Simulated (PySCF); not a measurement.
Si(H)2(Cl)(Vi), SMILES [SiH2](Cl)C=C at its PBE0/def2-SVP optimised geometry (Å):

```
9

Si    -1.5619    -0.3159     0.0000
Cl    -2.2802    -1.2398    -1.7158
C      0.2974    -0.3159     0.0000
C      1.0144    -0.9335     0.9466
H     -2.0539    -1.0703     1.1875
H     -2.1102     1.0703     0.0000
H      0.8288     0.2154    -0.8003
H      2.1102    -0.9191     0.9490
H      0.5390    -1.4849     1.7661
```

Calculation: PBE0/def2-TZVP (PySCF). Cells within 0.4 Å of a nucleus heavier than hydrogen are left out (blank, or x).

Map of the deformation density (molecule minus spherical neutral atoms) (e/bohr³) on the plane z = 0.8 Å:

```
|11111111111111111111111111111|
|11111111111111111111111111111|
|11111111111111111111111111111|
|11111111111111111111111111111|
|11111111111111111111111111111|
|11111111111111111111111111111|
|11111111111111111111111111111|
|11111111111111111111111111111|
|11111111111111111111111111111|
|11111111111111111111111111111|
|11111111111111111111111111111|
|11111111111111111111111111111|
|11111111111111111111111111111|
|11111111100011111111111111111|
|11111111100011123211111111111|
|11111112320011146411211111111|
|11111124642111148x46620111111|
|11111125752100026xx9940111111|
|11111123432100011x14420111111|
|11111112221111111001111111111|
|11111111111111111001111111111|
|11111111111111111111111111111|
|11111111111111111111111111111|
|11111111111111111111111111111|
|11111111111111111111111111111|
|11111111111111111111111111111|
|11111111111111111111111111111|
|11111111111111111111111111111|
|11111111111111111111111111111|
```
Scale: ten equal steps from -0.018 (start of '0') to 0.088 (end of '9'), in the order '0123456789'; x runs from -4.50 to 4.50, y from -4.50 (bottom) to 4.50 (top).
